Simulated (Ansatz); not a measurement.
`[NH2][In]([F])[F]` and `[NH2][In]([F])[Br]` differ in one atom or group.

Ansatz, PBE0-D4/def2-TZVP geometries, multiplicity 1. Each molecule was computed in one conformer, which needn't be the lowest.

Elements past krypton have def2 core potentials. Scalar relativity is left out up to krypton.

| property | `[NH2][In]([F])[F]` |
| --- | --- |
| HOMO–LUMO gap (PBE0/def2-TZVPP) / eV | 6.16 |
| LUMO energy (B3LYP/def2-TZVPP) / eV | -2.63 |
| size of the dipole moment (ωB97M-V/def2-TZVPP) / D | 3.78 |
| size of the dipole moment (PBE/def2-TZVPP) / D | 3.76 |
| HOMO–LUMO gap (B3LYP/def2-TZVPP) / eV | 5.55 |
| HOMO energy (PBE/def2-TZVPP) / eV | -6.98 |

(1) Give the same properties after the change, and the shifts. (Best estimate.)

## Answers

(1) The calculation gave: 
```json
{"property": "HOMO–LUMO gap (PBE0/def2-TZVPP) / eV", "`[NH2][In]([F])[Br]`": "5.95", "shift": "-0.21"}
{"property": "LUMO energy (B3LYP/def2-TZVPP) / eV", "`[NH2][In]([F])[Br]`": "-2.52", "shift": "0.11"}
{"property": "size of the dipole moment (ωB97M-V/def2-TZVPP) / D", "`[NH2][In]([F])[Br]`": "3.14", "shift": "-0.64"}
{"property": "size of the dipole moment (PBE/def2-TZVPP) / D", "`[NH2][In]([F])[Br]`": "3.13", "shift": "-0.63"}
{"property": "HOMO–LUMO gap (B3LYP/def2-TZVPP) / eV", "`[NH2][In]([F])[Br]`": "5.37", "shift": "-0.18"}
{"property": "HOMO energy (PBE/def2-TZVPP) / eV", "`[NH2][In]([F])[Br]`": "-6.75", "shift": "0.23"}
```

With PBE0 the HOMO rises by 0.27 eV and the LUMO rises by 0.06 eV, so the gap narrows by about 0.21 eV. PBE moves the HOMO by 0.23 eV and ωB97M-V by 0.31 eV. Dipoles are sizes alone; their direction can turn.

B3LYP here is the variant with VWN-RPA as its local correlation; programs differ in this.

Spin–orbit coupling is left out; it splits and shifts lone-pair levels of the heavy atoms by tenths of an eV.
